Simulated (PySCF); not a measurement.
## How methods differ on the electron affinity of Lu

Lu⁻ [Xe] 4f14 5d2 6s2 [5d3/2^2, M_J = 2] → Lu [Xe] 4f14 5d1 6s2 [5d3/2^1, M_J = 3/2], as a difference of total energies. All numbers are calculated (PySCF 2.14, the two-component X2C-1e Hamiltonian, in x2c-TZVPall-2c with one added diffuse shell each of s, p, d type (12s12p11d2f1g, 126 functions)). Correlated levels: [Ar] 3d10 frozen; the 18 highest virtual spinors dropped. "Screened" scales the spin-orbit matrix elements by Boettger's factors to mimic the two-electron term; Breit and QED terms are absent.

```csv
method,electron affinity (eV)
GHF (screened spin-orbit),1.620
GMP2 (screened spin-orbit),2.707
```

**Question.** How much does correlation contribute at GMP2 (screened spin-orbit)?

**Answer.** 2.707 − (1.620) = 1.087 eV, measured against GHF (screened spin-orbit).

The configuration of this anion was assumed by filling the next shell in order. It is not the known or likely ground configuration (Ca⁻, Sr⁻ and Ba⁻, for instance, bind a p electron), so these values are not the electron affinity of the element.

The labels give the starting determinants; with spin-orbit coupling the two ends relaxed to ⟨J²⟩ = 6.91, ⟨L²⟩ = 11.45, ⟨S²⟩ = 1.97 and ⟨J²⟩ = 3.76, ⟨L²⟩ = 6.11, ⟨S²⟩ = 0.86.

The determinant of Lu⁻ mixes levels of different J (the jj label is only the starting occupation), so the difference between spin-free and spin-orbit rows is not the physical spin-orbit shift.
